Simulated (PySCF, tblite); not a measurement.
Compound: C₇H₉N₃.
Numbering: `[CH:1]#[C:2][c:3]1[n:4][n:5]([CH2:6][CH3:7])[n:8][c:9]1[CH3:10]` (hydrogens: H11 on C1; H12, H13 on C6; H14, H15, H16 on C7; H17, H18, H19 on C10)

The geometry is computed with GFN2-xTB (gas phase).

Some entries are withheld. Bonds in one row agree within 0.01 Å.

| coordinate | value |
| --- | --- |
| C1≡C2 | 1.200 Å |
| C2–C3 | 1.404 Å |
| C3–N4 | ? |
| N4–N5 | 1.308 Å |
| N5–C6 | ? |
| C6–C7 | ? |
| N5–N8 | 1.315 Å |
| N8–C9 | 1.325 Å |
| C9–C10 | ? |
| C3–C9 | 1.416 Å |
| C1–H11 | 1.048 Å |
| C6–H12, C6–H13 | 1.092 Å |
| C7–H14, C7–H15, C7–H16 | 1.087 Å |
| C10–H17, C10–H18, C10–H19 | 1.088 Å |
| C1–C2–C3 | 177.7° |
| C2–C3–N4 | ? |
| C2–C3–C9 | 127.9° |
| N4–C3–C9 | ? |
| C3–N4–N5 | 104.7° |
| N4–N5–C6 | 122.5° |
| N4–N5–N8 | 115.1° |
| C6–N5–N8 | 122.4° |
| N5–C6–C7 | ? |
| N5–N8–C9 | 105.3° |
| N8–C9–C10 | 123.8° |
| C3–C9–N8 | 107.2° |
| C3–C9–C10 | 129.0° |

Task: Estimate the withheld lengths and angles.

Result: 
- C3–N4 = 1.333 Å, aromatic (substituted aromatic carbon to pyridine-type nitrogen); 0.11 Å below the sum of covalent radii, 1.44 Å.
- N5–C6 = 1.434 Å, drawn single (pyrrole-type nitrogen to sp3 carbon bound to nitrogen); 0.04 Å below the sum of covalent radii, 1.47 Å.
- C6–C7 = 1.526 Å, drawn single (sp3 carbon bound to nitrogen to methyl carbon); 0.01 Å above the sum of covalent radii, 1.52 Å.
- C9–C10 = 1.482 Å, drawn single (substituted aromatic carbon to benzylic-type carbon); 0.01 Å below the sum of covalent radii, 1.49 Å.
- C2–C3–N4 = 124.4°, at the substituted aromatic carbon; the outer atoms are 2.422 Å apart.
- N4–C3–C9 = 107.7°, at the substituted aromatic carbon, inside a 5-membered ring; the outer atoms are 2.221 Å apart.
- N5–C6–C7 = 110.8°, at the sp3 carbon bound to nitrogen; the outer atoms are 2.437 Å apart.

Radii are Cordero's, carbon taken as 0.76, 0.73 or 0.69 Å for four, three, and two or fewer neighbours.

Its GFN2-xTB frequencies are all real (lowest 24 cm⁻¹). The numbers are those of one conformer (N4–N5–C6–C7 -88°). 3 starts were optimised and ended at 0.00, 0.01 and 0.09 kcal/mol (GFN2-xTB); the lowest of these is shown.
